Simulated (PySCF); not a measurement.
C₃H₇ClSi.

```xyz
12

C     -1.8790    -0.8973    -0.3723
C     -0.7978    -0.1905    -0.0293
Cl    -0.5667     0.2981     1.6568
Si     0.5944     0.3688    -1.1746
C      2.2377    -0.2912    -0.5461
H     -2.0187    -1.1993    -1.4142
H     -2.6435    -1.1905     0.3531
H      0.2760    -0.1464    -2.5390
H      0.6110     1.8598    -1.2038
H      2.2486    -1.3923    -0.5658
H      2.3969     0.0353     0.4933
H      3.0755     0.0765    -1.1593
```

Geometry optimised at B3LYP-D3(BJ)/def2-SVP. Other conformers were not sampled.

Method: PBE/pcSseg-1 in PySCF. Non-relativistic, no solvent.

Computed absolute GIAO shielding of each atom: isotropic value and principal components (ppm):
```json
[
 {"atom": "C1", "σ(iso)": "46.5", "σ11": "-68.7", "σ22": "71.6", "σ33": "136.5", "span": "205.2"},
 {"atom": "C2", "σ(iso)": "22.2", "σ11": "-82.6", "σ22": "39.9", "σ33": "109.4", "span": "192.0"},
 {"atom": "Cl3", "σ(iso)": "633.1", "σ11": "358.5", "σ22": "615.6", "σ33": "925.3", "span": "566.8"},
 {"atom": "Si4", "σ(iso)": "372.7", "σ11": "334.8", "σ22": "378.7", "σ33": "404.8", "span": "70.0"},
 {"atom": "C5", "σ(iso)": "186.9", "σ11": "181.1", "σ22": "186.7", "σ33": "192.8", "span": "11.7"},
 {"atom": "H6", "σ(iso)": "25.1", "σ11": "21.7", "σ22": "24.0", "σ33": "29.5", "span": "7.8"},
 {"atom": "H7", "σ(iso)": "25.1", "σ11": "21.2", "σ22": "24.0", "σ33": "30.1", "span": "8.9"},
 {"atom": "H8", "σ(iso)": "26.8", "σ11": "23.4", "σ22": "25.5", "σ33": "31.4", "span": "8.0"},
 {"atom": "H9", "σ(iso)": "26.8", "σ11": "23.8", "σ22": "25.2", "σ33": "31.3", "span": "7.5"},
 {"atom": "H10", "σ(iso)": "30.9", "σ11": "26.9", "σ22": "28.5", "σ33": "37.4", "span": "10.4"},
 {"atom": "H11", "σ(iso)": "30.4", "σ11": "25.5", "σ22": "29.7", "σ33": "36.1", "span": "10.7"},
 {"atom": "H12", "σ(iso)": "31.0", "σ11": "26.9", "σ22": "27.5", "σ33": "38.7", "span": "11.8"}
]
```
